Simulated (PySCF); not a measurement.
# Structure revision by computed shifts

A compound C11H12 gives the data below (simulated from a calculation) and was assigned the structure `CC1=Cc2ccccc2CC1`.

13C{1H} NMR (computed): δ 154.9 (C), 150.1 (C), 149.4 (C), 136.0 (CH), 131.5 (CH), 129.9 (CH), 129.1 (CH), 124.2 (CH), 40.4 (CH2), 25.2 (CH2), 16.5 (CH3).

1H NMR (300 MHz, computed): δ 7.54 (m, 1H), 7.54 (m, 1H), 7.42 (m, 1H), 7.31 (m, 1H), 6.35 (tt, J = 2.8, 1.2 Hz, 1H), 3.35 (ddt, J = 2.8, 2.0, 1.0 Hz, 2H), 2.59 (qdt, J = 8.6, 2.0, 1.1 Hz, 2H), 1.23 (t, J = 8.6 Hz, 3H).

Theoretical values (PySCF 2.14.0 with density-fitted response routines): PBE0-D3(BJ)/def2-SVP geometry, B3LYP/pcJ-1 coupling constants (without the spin–dipole term), shielding tensors at PBE0/pcSseg-1 (GIAO). No solvent, non-relativistic Hamiltonian, a single conformation, averaged over atoms made equivalent by symmetry, fast rotation or ring inversion.

Shifts are taken against calculated references (same method and geometry level): 1H and 13C vs TMS.

Task: Compare with the shifts computed for the proposed structure, pairing carbons in order of shift.

Result: Structure with atom numbers: `[CH3:1][C:2]1=[CH:3][c:4]2[cH:5][cH:6][cH:7][cH:8][c:9]2[CH2:10][CH2:11]1`. Hydrogens are named by the atom that carries them.

| atom | computed for proposal | given list | difference |
| --- | --- | --- | --- |
| C2 | 145.4 | 154.9 | -9.5 |
| C4 | 139.5 | 150.1 | -10.6 |
| C9 | 138.5 | 149.4 | -10.9 |
| C8 | 132.2 | 136.0 | -3.8 |
| C6 | 132.0 | 131.5 | +0.5 |
| C7 | 131.7 | 129.9 | +1.8 |
| C3 | 131.4 | 129.1 | +2.3 |
| C5 | 130.6 | 124.2 | +6.4 |
| C11 | 31.3 | 40.4 | -9.1 |
| C10 | 30.9 | 25.2 | +5.7 |
| C1 | 26.0 | 16.5 | +9.5 |

The rms difference is 7.3 ppm and the largest -10.9 ppm at C9 (substituted aromatic carbon). The proposal doesn't fit.

Task: Which isomer fits?

Result: `c1ccc2c(c1)C(CC)=CC2`.

Carbon types of the structure: 3 × C, 5 × CH, 2 × CH2, 1 × CH3, which accounts for all hydrogens. δC 154.9: fully substituted alkene carbon; as expected for a trigonal carbon in a double bond. δC 150.1, 149.4: substituted aromatic carbon. δC 136.0: alkene CH; as expected for a trigonal carbon in a double bond. δC 131.5, 129.9, 129.1, 124.2: aromatic CH. The protons at 1.23 and 2.59 share a coupling of 8.6 Hz (vicinal).

Other isomers checked: C#Cc1cc(C)ccc1CC (rms 17.2 ppm).

This is the structure that produced the data.

Splittings below 1 Hz are ignored in the labels, and close J values are merged. Unscaled 3J(H,H) at this level run about 10 % above measured values. Shifts are as computed. Against solution values, carbons near 30 ppm lie about +2 ppm off and those near 130 ppm about +5 ppm. Of 1313 compounds with measured shifts, 239 miss one by over three times the rms of a fit or turn the order of signals round; such compounds aren't used in these exercises.
